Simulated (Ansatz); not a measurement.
`[F][Al]([Br])[Br]` + HCl → `[F][Al]([Cl])[Br]` + HBr at 298.15 K and 1 bar (ligand exchange at the Al–Br bond).

Calculated with Ansatz (gas phase, PBE0-D4/def2-TZVP geometries, no zero-point term in ΔE). CCSD(T)/CBS adds triple-zeta CCSD(T) − MP2 to the extrapolated MP2 energy (def2 sets, frozen cores). This one scheme is used for every species. For Br outer-core shells are correlated without core-valence functions, which leaves a few kJ/mol of doubt a bond. Scalar relativity is left out up to krypton.

```json
{"species": "`[F][Al]([Br])[Br]`", "CCSD(T)/CBS energy (Eh)": "-5488.66195", "H − E (kJ/mol)": "29.8", "S (J/(mol·K))": "334.4"}
{"species": "HCl", "CCSD(T)/CBS energy (Eh)": "-460.38127", "H − E (kJ/mol)": "26.6", "S (J/(mol·K))": "186.8"}
{"species": "`[F][Al]([Cl])[Br]`", "CCSD(T)/CBS energy (Eh)": "-3375.12363", "H − E (kJ/mol)": "30.3", "S (J/(mol·K))": "328.4"}
{"species": "HBr", "CCSD(T)/CBS energy (Eh)": "-2573.91920", "H − E (kJ/mol)": "24.6", "S (J/(mol·K))": "198.6"}
```

H − E and S are ideal-gas, rigid-rotor, harmonic terms from PBE0-D4/def2-TZVP. 1 Eh = 2625.50 kJ/mol, R = 8.31446 J/(mol·K).

By hand: ΔE, ΔH, ΔS and ΔG.

ΔE = (-3375.12363) + (-2573.91920) − (-5488.66195) − (-460.38127) = 0.00039 Eh = 1.0 kJ/mol. Δ(H − E) = 30.3 + 24.6 − 29.8 − 26.6 = -1.5, so ΔH = -0.5 kJ/mol. ΔS = 328.4 + 198.6 − 334.4 − 186.8 = 5.8 J/(mol·K). ΔG = -0.5 − 298.15 × (5.8)/1000 = -2.2 kJ/mol.

By hand: the equilibrium constant, and the temperature at which ΔG would vanish if ΔH and ΔS stayed fixed.

log₁₀ K = −ΔG/(RT ln 10) = 0.4. ΔH and −TΔS have one sign here, so there is no such temperature.

TΔS isn't small against ΔH here. The sign of ΔG lies within the doubt. A doubt of 5 kJ/mol in ΔE shifts log₁₀ K by 0.9 here. These are equilibria of isolated gas molecules and say nothing of rates. Largest T1 diagnostic: 0.009 (customary marks: 0.02 for closed shells, 0.045 for open ones).

ΔS is within the doubt of such terms, so its sign, and with it that verdict, could turn.
